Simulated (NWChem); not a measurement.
System: MgNH$_{2}$F; SMILES [NH2][Mg][F]

Here is an NWChem input.

```
start job
memory heap 200 mb stack 900 mb global 1100 mb
geometry units angstroms noautoz
  Mg    -0.139764     0.313033    -0.000281
  F      0.232554     2.016561    -0.000450
  N     -0.543173    -1.529584    -0.000111
  H     -0.659803    -2.115534    -0.819322
  H     -0.680276    -2.111024     0.819140
end
basis spherical
  * library 6-31+g*
end
dft
  xc bhlyp
  iterations 150
end
tddft
  cis
  nroots 8
end
task tddft energy
```

Excerpt of the output:

```
             Northwest Computational Chemistry Package (NWChem) 7.3.0
             --------------------------------------------------------

 C2V symmetry detected

                             Geometry "geometry" -> ""
                             -------------------------

 Output coordinates in angstroms (scale by  1.889725989 to convert to a.u.)

  No.       Tag          Charge          X              Y              Z
 ---- ---------------- ---------- -------------- -------------- --------------
    1 Mg                  12.0000     0.00000000     0.00000000    -0.08257753
    2 F                    9.0000     0.00000000     0.00000000    -1.82631728
    3 N                    7.0000     0.00000000     0.00000000     1.80368229
    4 H                    1.0000     0.00000000    -0.81929805     2.40100494
    5 H                    1.0000     0.00000000     0.81929805     2.40100494

 Effective nuclear repulsion energy (a.u.)      80.2227632991

      Symmetry information
      --------------------

 Group name             C2v
 Group number             16
 Group order               4
 No. of unique centers     4

                                 NWChem DFT Module
                                 -----------------

 Summary of "ao basis" -> "ao basis" (spherical)
 ------------------------------------------------------------------------------
       Tag                 Description            Shells   Functions and Types
 ---------------- ------------------------------  ------  ---------------------
 Mg                         6-31+g*                 10       22   5s4p1d
 F                          6-31+g*                  8       18   4s3p1d
 N                          6-31+g*                  8       18   4s3p1d
 H                          6-31+g*                  2        2   2s

      Symmetry analysis of basis
      --------------------------

        a1         31
        a2          3
        b1         13
        b2         15

[...]

                                NWChem TDDFT Module
                                -------------------

            General Information
            -------------------
           No. of orbitals :     124
            Alpha orbitals :      62
             Beta orbitals :      62
        Alpha frozen cores :       0
         Beta frozen cores :       0
     Alpha frozen virtuals :       0
      Beta frozen virtuals :       0
         Spin multiplicity :       1
    Number of AO functions :      62
        Use of symmetry is : off
      Symmetry adaption is : on
         Schwarz screening :  0.10D-07

              XC Information
              --------------
                 BHLYP Method XC Functional
              Hartree-Fock (Exact) Exchange   0.50
                 Slater Exchange Functional   0.50 local
             Becke 1988 Exchange Functional   0.50 non-local
       Lee-Yang-Parr Correlation Functional   1.00

             TDDFT Information
             -----------------
          Calculation type : Tamm-Dancoff TDDFT
         Wavefunction type : Restricted singlets & triplets
          No. of electrons :      30
           Alpha electrons :      15
            Beta electrons :      15
              No. of roots :       8
          Max subspacesize :    5600
            Max iterations :     100
               Target root :       1
           Target symmetry : none
      Symmetry restriction : off
                 Algorithm : Optimal
        Davidson threshold :  0.10D-03

    8 smallest eigenvalue differences (eV)
--------------------------------------------------------
  No. Spin  Occ  Vir  Irrep   E(Occ)    E(Vir)   E(Diff)
--------------------------------------------------------
    1    1   15   16 b1       -0.288    -0.032     6.979
    2    1   15   17 a2       -0.288     0.009     8.078
    3    1   15   18 a1       -0.288     0.016     8.275
    4    1   15   19 b1       -0.288     0.019     8.361
    5    1   15   20 b1       -0.288     0.043     9.004
    6    1   15   21 a2       -0.288     0.055     9.340
    7    1   15   22 a1       -0.288     0.067     9.665
    8    1   14   16 a1       -0.417    -0.032    10.474
--------------------------------------------------------

  Entering Davidson iterations
  Restricted singlet excited states

  Iter   NTrls   NConv    DeltaV     DeltaE      Time
  ----  ------  ------  ---------  ---------  ---------
    1      8       0     0.11E+00   0.10+100        9.9
    2     16       0     0.28E-01   0.16E-01        9.7
    3     24       0     0.65E-02   0.84E-03        9.7
    4     32       1     0.28E-02   0.84E-04        9.6
    5     39       5     0.84E-03   0.15E-04        7.2
    6     42       6     0.17E-03   0.37E-06        6.9
    7     44       8     0.68E-04   0.17E-07        6.4
  ----  ------  ------  ---------  ---------  ---------
  Convergence criterion met

  Ground state a1       -355.880854058506 a.u.

  ----------------------------------------------------------------------------
  Root   1 singlet b1             0.157155894 a.u.                4.2764 eV
  ----------------------------------------------------------------------------
     Transition Moments    X -0.79630   Y -0.00000   Z -0.00000
     Dipole Oscillator Strength                    0.0664351318
     Electric Quadrupole                           0.0000000624
     Magnetic Dipole                               0.0000004893
     Total Oscillator Strength                     0.0664356835

[...]
```

Level: BHandHLYP/6-31+G* (spherical d), TDA. Geometry: optimised at B3LYP/6-31G* (spherical d).
